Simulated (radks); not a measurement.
The numbers below are computed, except where a source is named.
How relativity changes the ionisation of the neodymium ion Nd3+ ([Xe] 4f3) to Nd4+ ([Xe] 4f2). Spin-unpolarised spherical Kohn-Sham, PBE, point nucleus unless stated (finite: rms radius 4.9123 fm), a radial shooting solver on a logarithmic mesh with Libxc functionals. A level marked "c x" has the speed of light scaled by that factor and shares open shells by 2j + 1; other Dirac levels either fill j = l - 1/2 first or share by 2j + 1.

non-rel.: E(Nd3+) (hartree) -9284.8740; E(Nd4+) (hartree) -9283.2555; IE (eV) 44.043; HOMO 4f; <r> HOMO (bohr) 0.9272
scalar-rel.: E(Nd3+) (hartree) -9622.5499; E(Nd4+) (hartree) -9621.0756; IE (eV) 40.116; HOMO 4f; <r> HOMO (bohr) 0.9726
scalar-rel., finite nucleus: E(Nd3+) (hartree) -9622.0268; E(Nd4+) (hartree) -9620.5525; IE (eV) 40.118; HOMO 4f; <r> HOMO (bohr) 0.9726
Dirac, 2j+1 shares: E(Nd3+) (hartree) -9628.4428; E(Nd4+) (hartree) -9626.9714; IE (eV) 40.039; HOMO 4f7/2; <r> HOMO (bohr) 0.9773
Dirac, low j first: E(Nd3+) (hartree) -9628.4720; E(Nd4+) (hartree) -9626.9931; IE (eV) 40.242; HOMO 4f5/2; <r> HOMO (bohr) 0.9691
Dirac, 2j+1 shares, finite nucleus: E(Nd3+) (hartree) -9627.9171; E(Nd4+) (hartree) -9626.4457; IE (eV) 40.040; HOMO 4f7/2; <r> HOMO (bohr) 0.9773
Dirac, c x 2: E(Nd3+) (hartree) -9364.6323; E(Nd4+) (hartree) -9363.0507; IE (eV) 43.038; HOMO 4f7/2; <r> HOMO (bohr) 0.9386
Dirac, c x 3: E(Nd3+) (hartree) -9319.8724; E(Nd4+) (hartree) -9318.2703; IE (eV) 43.596; HOMO 4f7/2; <r> HOMO (bohr) 0.9322
Dirac, c x 5: E(Nd3+) (hartree) -9297.3926; E(Nd4+) (hartree) -9295.7800; IE (eV) 43.882; HOMO 4f7/2; <r> HOMO (bohr) 0.9290

NIST Atomic Spectra Database: 40.60 eV (semi-empirical). The relativistic part of the total energy of Nd3+ is -343 hartree (Dirac, 2j+1 shares, finite nucleus), 3.7 % of the non-relativistic value. Spin polarisation and multiplet splitting of open shells are left out at every level.

Beside tabulated values, note that relativity, absent from the non-relativistic runs, is large for the heavy elements, and spin-unpolarised runs miss the spin-polarisation part of the exchange energy of open shells. No tabulated value is given for the 4+ ions of Nd, Pm and Eu to Yb, where it belongs to another shell than the one emptied here.
